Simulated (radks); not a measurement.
Spherical jellium clusters: N electrons in a uniform positive sphere of charge N and radius rs N^(1/3), rs = 2.85 bohr. Method: non-relativistic Kohn-Sham, LDA (Slater exchange, Perdew-Wang correlation), spin-polarised, spherical densities; computed with a radial shooting solver with Libxc functionals. Levels are named by radial order and angular momentum (1s, 1p, 1d, 2s, ...), and open shells are averaged over m. Each electron was tried in the lowest free levels, single moves between levels near the top were tried too, and the lowest total energy was kept; such a search can miss a lower state. Energies include the self-energy of the background; IP and EA are vertical (highest electron removed, lowest free level filled), at fixed background; spill-out counts the electrons outside the background radius R, and alpha is the static dipole polarisability from linear response (closed shells only). A dash means not computed or, for alpha, an open shell; in EA it means that no bound solution was reached, which is typical of self-interaction and does not show that the anion is unstable. Real open-shell clusters deform, which this model forbids.

| N | open shells | 2S | E/N (eV) | E(N+1) + E(N-1) - 2E(N) (eV) | IP (eV) | EA (eV) | -e(HOMO) (eV) | spill-out (e) | alpha/R^3 |
|---|---|---|---|---|---|---|---|---|---|
| 1 | 1s(up 1, down 0) | 1 | -0.740 | - | - | - | 3.670 | 0.51 | - |
| 2 | none | 0 | -1.425 | 1.867 | 6.790 | - | 4.135 | 0.71 | 1.999 |
| 3 | 1p(up 1, down 0) | 1 | -1.031 | -0.884 | 4.394 | - | 2.341 | 1.09 | - |
| 4 | 1p(up 2, down 0) | 2 | -1.055 | -0.731 | 5.282 | - | 3.130 | 1.33 | - |
| 5 | 1p(up 3, down 0) | 3 | -1.216 | 0.337 | 5.819 | - | 3.666 | 1.49 | - |
| 6 | 1p(up 3, down 1) | 2 | -1.267 | -0.594 | 5.284 | - | 3.342 | 1.66 | - |
| 7 | 1p(up 3, down 2) | 1 | -1.388 | -0.448 | 5.765 | 1.980 | 3.807 | 1.80 | - |
| 8 | none | 0 | -1.535 | 2.143 | 6.092 | - | 4.149 | 1.92 | 1.666 |
| 9 | 1d(up 1, down 0) | 1 | -1.411 | -0.401 | 3.837 | - | 2.144 | 2.15 | - |
| 10 | 1d(up 2, down 0) | 2 | -1.352 | -0.364 | 4.261 | - | 2.564 | 2.34 | - |
| 11 | 1d(up 3, down 0) | 3 | -1.337 | -0.325 | 4.598 | - | 2.906 | 2.50 | - |
| 12 | 1d(up 4, down 0) | 4 | -1.351 | -0.287 | 4.874 | 1.598 | 3.192 | 2.63 | - |
| 13 | 1d(up 5, down 0) | 5 | -1.386 | 0.416 | 5.102 | - | 3.434 | 2.75 | - |
| 14 | 1d(up 5, down 0) 2s(up 1, down 0) | 6 | -1.385 | -0.232 | 4.625 | 1.497 | 3.085 | 3.02 | - |
| 15 | 1d(up 5, down 2) | 3 | -1.400 | -0.290 | 4.854 | 1.764 | 3.276 | 2.99 | - |
| 16 | 1d(up 5, down 3) | 2 | -1.432 | -0.227 | 5.072 | 1.995 | 3.502 | 3.10 | - |
| 17 | 1d(up 5, down 4) | 1 | -1.473 | -0.202 | 5.255 | 2.196 | 3.697 | 3.20 | - |
| 18 | none | 0 | -1.521 | 0.258 | 5.413 | 2.018 | 3.867 | 3.29 | 1.506 |
| 19 | 2s(up 1, down 0) | 1 | -1.550 | 0.216 | 5.112 | 1.909 | 3.618 | 3.49 | - |
| 20 | none | 0 | -1.565 | 1.126 | 4.914 | - | 3.471 | 3.72 | 1.557 |
| 21 | 1f(up 1, down 0) | 1 | -1.525 | -0.208 | 3.830 | - | 2.412 | 3.86 | - |
| 22 | 1f(up 2, down 0) | 2 | -1.499 | -0.194 | 4.022 | - | 2.612 | 3.97 | - |
| 23 | 1f(up 3, down 0) | 3 | -1.483 | - | 4.194 | 1.433 | 2.791 | 4.08 | - |

All shells are closed at N = 2, 8, 18, 20 (there: 1s2 1p6 1d10 2s2); the second difference of the energy has clear peaks (12 % above both neighbours; the first and last values, which can be the largest, are not judged, and half-filled shells can peak too) at N = 5, 8, 13, 18, 20.
